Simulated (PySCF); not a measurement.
Computed shifts of a molecule C₄H₅FO, KT2/pcSseg-1 (PySCF), GIAO, gas phase, atoms alike by connectivity averaged where their shifts nearly agree, in ppm (number of nuclei): ¹³C: 144.2 (1), 137.9 (1), 82.1 (1), 15.5 (1). ¹⁹F: -171.7 (1). ¹H: 5.41 (2), 2.32 (3). References: ¹³C against TMS (σ = 185.1 ppm); ¹⁹F against CFCl3 (σ = 127.1 ppm); ¹⁷O against H2O (σ = 330.4 ppm); ¹H against TMS (σ = 31.47 ppm), references at their B3LYP-D3(BJ)/def2-TZVP geometries, non-relativistic. Coordinates come from a r2SCAN-D4/def2-SVP optimisation. One conformer was computed; it need not be the lowest.

Problem. Pick the molecule that these values belong to.
(A) CC1=C(F)CO1
(B) C=CO/C=C/F
(C) C=C=C(F)OC
(D) COC=C=CF

Solution. A, CC1=C(F)CO1
